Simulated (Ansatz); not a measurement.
A structure drawn as `[SiH3]B1B[SiH2]1`, with this starting geometry:

Cartesian coordinates in Å:
```
Si 0.4146 0.0833 1.8460
B -0.0984 -0.1147 0.0545
B -0.3581 -1.2074 -1.3125
Si -0.4211 0.7033 -1.6569
H 0.0330 -1.1058 2.6718
H 1.9184 0.2543 1.9670
H -0.2018 1.3026 2.4572
H -0.4485 -2.2489 -1.7872
H 0.8702 1.1533 -2.3343
H -1.7083 1.1800 -1.9058
```

Total charge 0; spin multiplicity 1.

(1) Relax it with Ansatz at PBE-D4/def2-SVP and then PBE0-D4/def2-TZVP. Is the drawn bonding still there?

(2) Give the relaxed structure. (Best estimate.)

Atoms count as bonded under 1.1 times the sum of their covalent radii (H–H under 0.85 Å, pairs among N, O and F under 1.55 Å), and a drawn bond as lost past 1.3 times.

Answers

(1) Yes, every drawn bond is still there and no new one forms.

(2) Ansatz gave: 
Z-matrix (Å, degrees):
```
Si
B 1 1.975
H 1 1.488 2 110.3
H 1 1.488 2 110.3 3 119.6
H 1 1.489 2 112.0 3 -120.2
B 2 1.494 1 167.7 3 -58.7
Si 2 1.918 1 115.1 3 120.8
H 6 1.180 2 171.7 1 179.9
H 7 1.485 2 134.5 1 179.9
H 7 1.485 2 117.0 1 -0.0
```
All modes are real.
